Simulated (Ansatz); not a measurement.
Steps of a relaxation of `NC[SiH2]O` with RKS PBE-D4/def2-SVP.

```sh
$ ansatz run in.yaml --threads 2 --pin off --events-out ev --progress --plain --max-ram 4352MiB
```

```yaml
crystal:
  periodic: [false, false, false]
  atoms:
    - {symbol: N, position_ang: [-0.987500, 0.042700, -1.096700]}
    - {symbol: C, position_ang: [0.263300, 0.554000, -0.608900]}
    - {symbol: Si, position_ang: [0.614000, -0.191300, 1.065900]}
    - {symbol: O, position_ang: [0.268300, -1.784900, 1.114000]}
    - {symbol: H, position_ang: [-1.172200, 0.439500, -2.072300]}
    - {symbol: H, position_ang: [-1.785300, 0.519200, -0.552000]}
    - {symbol: H, position_ang: [0.303200, 1.652100, -0.550800]}
    - {symbol: H, position_ang: [1.081400, 0.263000, -1.321500]}
    - {symbol: H, position_ang: [-0.134500, 0.537900, 2.158700]}
    - {symbol: H, position_ang: [2.091100, -0.071500, 1.425000]}
    - {symbol: H, position_ang: [-0.476300, -2.017600, 0.459400]}
basis:
  gaussian: {orbitals: def2-SVP}
hamiltonian: {xc: pbe, dispersion: d4}
relax: {f_tol: 0.03, max_steps: 200}
```

Positions (Å) and forces (eV/Å) along the path, 10 of 10 steps:

```xyz
11
step=1 energy=-12550.6629 eV
N    -0.988    0.043   -1.097   -2.704    0.891   -0.942
C     0.263    0.554   -0.609    0.901    0.173   -0.413
Si    0.614   -0.191    1.066    1.267    1.186    1.055
O     0.268   -1.785    1.114   -1.763   -1.988   -1.324
H    -1.172    0.440   -2.072    0.280   -0.705    1.090
H    -1.785    0.519   -0.552    1.125   -0.827   -0.620
H     0.303    1.652   -0.551    0.260    0.657    0.087
H     1.081    0.263   -1.321   -0.179   -0.016    0.303
H    -0.135    0.538    2.159   -0.152    0.134   -0.126
H     2.091   -0.071    1.425   -0.273    0.089   -0.134
H    -0.476   -2.018    0.459    1.237    0.408    1.024
11
step=2 energy=-12550.8908 eV
N    -1.012    0.039   -1.049   -0.960    0.464   -0.452
C     0.270    0.572   -0.588    0.439    0.073   -0.328
Si    0.650   -0.185    1.095    0.162    0.581    0.430
O     0.226   -1.786    1.047   -0.590   -0.863   -0.500
H    -1.198    0.334   -2.037    0.210   -0.295    0.585
H    -1.789    0.505   -0.526    0.452   -0.332   -0.167
H     0.363    1.683   -0.554   -0.009    0.125   -0.044
H     1.076    0.224   -1.279   -0.136    0.023    0.052
H    -0.172    0.570    2.124    0.094   -0.039    0.017
H     2.116   -0.065    1.439   -0.137   -0.004    0.003
H    -0.462   -1.947    0.347    0.476    0.268    0.403
11
step=3 energy=-12550.9452 eV
N    -1.014    0.028   -1.014    0.162    0.009   -0.075
C     0.289    0.582   -0.596    0.021    0.123   -0.003
Si    0.644   -0.165    1.120   -0.072   -0.030   -0.067
O     0.192   -1.776    0.977    0.105   -0.139    0.203
H    -1.212    0.258   -1.995    0.018   -0.042   -0.081
H    -1.767    0.475   -0.483   -0.153    0.077    0.144
H     0.390    1.701   -0.608   -0.091   -0.120   -0.052
H     1.072    0.198   -1.288   -0.028   -0.006    0.054
H    -0.165    0.570    2.170    0.023   -0.040   -0.052
H     2.095   -0.061    1.486    0.043   -0.038    0.034
H    -0.460   -1.867    0.251   -0.027    0.207   -0.106
11
step=4 energy=-12550.9571 eV
N    -1.014    0.022   -1.002    0.118   -0.016    0.041
C     0.287    0.590   -0.590   -0.015    0.080   -0.014
Si    0.656   -0.163    1.126   -0.153   -0.064   -0.067
O     0.175   -1.766    0.967    0.136   -0.072    0.159
H    -1.204    0.213   -1.993    0.003   -0.011   -0.037
H    -1.774    0.476   -0.481   -0.048    0.021    0.027
H     0.370    1.708   -0.626   -0.027   -0.104    0.008
H     1.070    0.199   -1.276    0.004    0.005   -0.015
H    -0.152    0.568    2.174    0.017    0.003    0.009
H     2.107   -0.087    1.505    0.026   -0.010   -0.011
H    -0.455   -1.815    0.215   -0.060    0.170   -0.099
11
step=5 energy=-12550.9684 eV
N    -0.996   -0.007   -0.981   -0.026    0.030   -0.017
C     0.289    0.603   -0.578   -0.054   -0.005    0.000
Si    0.667   -0.161    1.138   -0.077   -0.167   -0.067
O     0.136   -1.746    0.933   -0.027    0.066   -0.049
H    -1.178    0.121   -1.987   -0.002    0.007    0.131
H    -1.777    0.444   -0.480    0.071   -0.037   -0.112
H     0.331    1.719   -0.631    0.010   -0.038    0.034
H     1.078    0.223   -1.261    0.030    0.018   -0.040
H    -0.120    0.569    2.199    0.010    0.047    0.054
H     2.125   -0.130    1.505   -0.030    0.016   -0.028
H    -0.489   -1.691    0.162    0.096    0.064    0.095
11
step=6 energy=-12550.9727 eV
N    -0.992   -0.018   -0.986   -0.016    0.001    0.021
C     0.284    0.602   -0.572   -0.015   -0.010   -0.021
Si    0.667   -0.167    1.141   -0.015   -0.040    0.012
O     0.119   -1.743    0.938   -0.055    0.055   -0.062
H    -1.166    0.105   -1.992    0.009   -0.001    0.032
H    -1.781    0.433   -0.502    0.030   -0.020   -0.043
H     0.312    1.717   -0.613    0.009   -0.004    0.023
H     1.080    0.240   -1.258    0.008    0.017   -0.015
H    -0.092    0.578    2.214    0.006    0.010    0.020
H     2.129   -0.143    1.491   -0.009    0.005   -0.027
H    -0.495   -1.662    0.159    0.048   -0.013    0.060
11
step=7 energy=-12550.9754 eV
N    -0.980   -0.036   -0.994   -0.037    0.023   -0.001
C     0.279    0.606   -0.563    0.014   -0.003   -0.027
Si    0.667   -0.169    1.146    0.036    0.006    0.043
O     0.083   -1.731    0.949   -0.028    0.034   -0.002
H    -1.138    0.078   -2.003    0.012   -0.011   -0.012
H    -1.785    0.408   -0.532    0.013   -0.006   -0.004
H     0.284    1.722   -0.584   -0.012    0.000   -0.004
H     1.088    0.275   -1.252   -0.022    0.013    0.024
H    -0.055    0.588    2.239    0.028   -0.013   -0.015
H     2.140   -0.164    1.452   -0.011   -0.002    0.010
H    -0.518   -1.633    0.162    0.007   -0.040   -0.013
11
step=8 energy=-12550.9767 eV
N    -0.975   -0.049   -1.003   -0.027    0.024   -0.026
C     0.269    0.611   -0.556    0.037    0.008   -0.047
Si    0.670   -0.171    1.150    0.036    0.024    0.112
O     0.046   -1.719    0.966   -0.012    0.035   -0.033
H    -1.114    0.052   -2.017    0.020   -0.007    0.000
H    -1.794    0.393   -0.564    0.014   -0.015    0.014
H     0.253    1.727   -0.562   -0.013   -0.011   -0.009
H     1.089    0.306   -1.244   -0.037    0.013    0.033
H    -0.003    0.603    2.264    0.004   -0.031   -0.043
H     2.147   -0.192    1.434   -0.002   -0.007   -0.018
H    -0.523   -1.620    0.153   -0.019   -0.034    0.016
11
step=9 energy=-12550.9773 eV
N    -0.969   -0.055   -1.010    0.014   -0.003    0.017
C     0.266    0.615   -0.550    0.017    0.011   -0.049
Si    0.674   -0.171    1.154   -0.012   -0.002    0.037
O     0.030   -1.712    0.973   -0.007    0.040   -0.021
H    -1.098    0.043   -2.024    0.009   -0.003   -0.019
H    -1.796    0.378   -0.578   -0.013    0.008    0.019
H     0.235    1.731   -0.554   -0.001   -0.015    0.002
H     1.091    0.324   -1.237   -0.021    0.008    0.016
H     0.015    0.607    2.271    0.017   -0.020   -0.015
H     2.155   -0.207    1.416   -0.014   -0.002   -0.001
H    -0.538   -1.610    0.160    0.010   -0.023    0.014
11
step=10 energy=-12550.9775 eV
N    -0.968   -0.055   -1.010   -0.003    0.006    0.005
C     0.266    0.617   -0.551   -0.012    0.006   -0.005
Si    0.672   -0.169    1.155    0.007   -0.024   -0.003
O     0.027   -1.709    0.975    0.004    0.020    0.002
H    -1.095    0.041   -2.025   -0.002    0.001   -0.002
H    -1.795    0.377   -0.577    0.009   -0.003   -0.005
H     0.233    1.732   -0.555    0.001   -0.008    0.001
H     1.091    0.327   -1.237   -0.003    0.000    0.008
H     0.019    0.605    2.275    0.002    0.001   -0.005
H     2.154   -0.209    1.413   -0.003    0.002    0.005
H    -0.538   -1.614    0.159    0.000   -0.002    0.000
```

It took 17 s on 2 threads of an Arm Neoverse V2 on a shared host, with 0.15 GiB of host memory at the peak.
